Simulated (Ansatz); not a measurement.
Born–Oppenheimer molecular dynamics of CH$_{4}$BrFSSi (9 atoms, charge 0, multiplicity 1). It starts at the highest image of a converged band. Of that band: Neighbouring images differ by up to 2.3 eV, so the band resolves the path poorly. A vibrational analysis at the climbing image gives one clearly imaginary mode, 1146i cm⁻¹: a first-order saddle point.

Level of theory: Ansatz, RKS B3LYP/def2-SVP.

* ensemble: NVE (velocity Verlet)
* time step: 0.5 fs
* steps asked: 200
* starting velocities drawn for: 300 K
* seed: 7111

First frame:

```xyz
9
Properties=species:S:1:pos:R:3
F 0.818 -0.416 2.028
Si 1.154 -0.009 0.478
Br 2.832 -1.344 -0.163
C -0.222 -0.213 -0.665
S -1.589 0.999 -0.718
H 1.607 1.403 0.575
H -1.883 -0.391 -0.705
H -0.389 -1.041 -1.355
H -2.239 0.966 0.507
```

Task: How far do the bonds stretch over the last three quarters of this one trajectory? (Pairs bonded in most of those frames.)

Result: 
| bond | mean (Å) | spread (Å) | shortest | longest |
| --- | --- | --- | --- | --- |
| F1–Si2 | 1.633 | 0.060 | 1.52 | 1.74 |
| Si2–Br3 | 2.236 | 0.042 | 2.15 | 2.29 |
| Si2–C4 | 1.879 | 0.067 | 1.76 | 1.98 |
| Si2–H6 | 1.484 | 0.014 | 1.46 | 1.51 |
| C4–S5 | 1.982 | 0.152 | 1.71 | 2.18 |
| C4–H7 | 1.236 | 0.186 | 0.89 | 1.58 |
| C4–H8 | 1.112 | 0.021 | 1.06 | 1.17 |
| S5–H9 | 1.370 | 0.022 | 1.33 | 1.42 |

Mean temperature of the second half: 2061 K. The conserved energy stayed within 3.3 meV per atom of its start (net change -0.015 meV per atom), so there is no drift, though single steps change it by up to 32 meV in the whole system, a sign of fast motions only just resolved. The system heated up, since it started high on the potential surface and ran downhill. A run of 0.1 ps of so small a system gives no equilibrium averages. The orbitals stay closed-shell, which can raise the energy where a bond breaks towards radicals; this wasn't checked here.

Time of the run: 14 min on 2 threads of Intel(R) Xeon(R) Platinum 8375C CPU @ 2.90GHz (Ice Lake), with other jobs on the host, peak memory 0.32 GiB.
